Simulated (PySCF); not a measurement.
Dipole moment (D) of eight silicon and germanium compounds: PBE beside CAM-B3LYP, computed with PySCF for isolated molecules in the bases named; differences from unrounded values. The eight are the first of their class met in an unordered collection, after screening for sound electronic states; none was chosen by its value, except that the dipole had to exceed 0.05 D. Each molecule has one DFT geometry for both levels.

```tsv
molecule	basis	CAM-B3LYP	PBE	difference
germylmethylgermane (CH8Ge2), SMILES [GeH3][CH2][GeH3]	def2-TZVP	0.70	0.74	0.03
germylmethylsilane (CH8GeSi), SMILES [SiH3][CH2][GeH3]	def2-TZVP	0.78	0.82	0.04
GeF2Cl2, SMILES [F][Ge]([F])([Cl])[Cl]	def2-TZVP	1.26	1.13	-0.13
Si(F)2(GeH3)(OH) (F2GeH4OSi), SMILES O[Si](F)(F)[GeH3]	def2-TZVP	1.07	1.04	-0.04
Ge(F)3(SeH) (F3GeHSe), SMILES [F][Ge]([F])([F])[SeH]	def2-TZVP	3.03	2.80	-0.23
CH11NSi4, SMILES N[SiH2][SiH]1[SiH2]C[SiH2]1	def2-TZVP	1.05	1.07	0.02
C2H4Cl2Si2, SMILES [SiH3]C#C[SiH](Cl)Cl	def2-TZVP	1.81	1.70	-0.11
C2H8O2Si, SMILES [SiH2](O)[C@H](C)O	def2-TZVP	2.29	2.18	-0.11
```

PBE lies below CAM-B3LYP in 5 and above it in 3 of the eight; the mean signed difference is -0.07 and the largest -0.23 D.
